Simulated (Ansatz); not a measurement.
Reaction: GeH3Se (SMILES [GeH3][Se], doublet) → GeH3Se (SMILES [GeH2][SeH], doublet)
Each species at its own B3LYP-D3(BJ)/def2-TZVP minimum (Ansatz, a quantum-chemistry and plane-wave program).

Wanted: isomerisation energy (electronic), in kcal/mol. Open shells are spin-unrestricted; no spin-orbit coupling. Correlated methods leave the cores frozen (noble-gas shells, and filled d and f shells in the p block). No relativity. CBS(X,Y): correlation extrapolated as X^-3, Hartree-Fock from the larger set. A bracket is a step between two methods taken in the basis named. Double hybrids freeze cores in their MP2 part.

CCSD(T)/CBS(cc-pVTZ,cc-pVQZ) + [CCSDT(Q) - CCSD(T)]/cc-pVTZ + [CCSDTQ - CCSDT(Q)]/cc-pVDZ (Ansatz) gives 1.8 kcal/mol.

**Question.** How far off this value is PBE/def2-TZVPD (Ansatz), in which direction, and how far these levels: r2SCAN/def2-TZVPD, PBE0/def2-TZVPD, B2PLYP/def2-TZVPD, CCSD(T)/CBS(cc-pVTZ,cc-pVQZ)?

**Answer.** PBE gives -1.9 kcal/mol, 3.7 kcal/mol below it. Differences of the others: r2SCAN/def2-TZVPD (Ansatz) -2.0; PBE0/def2-TZVPD (Ansatz) -1.1; B2PLYP/def2-TZVPD (Ansatz) 0.1; CCSD(T)/CBS(cc-pVTZ,cc-pVQZ) (Ansatz) 0.1 kcal/mol.
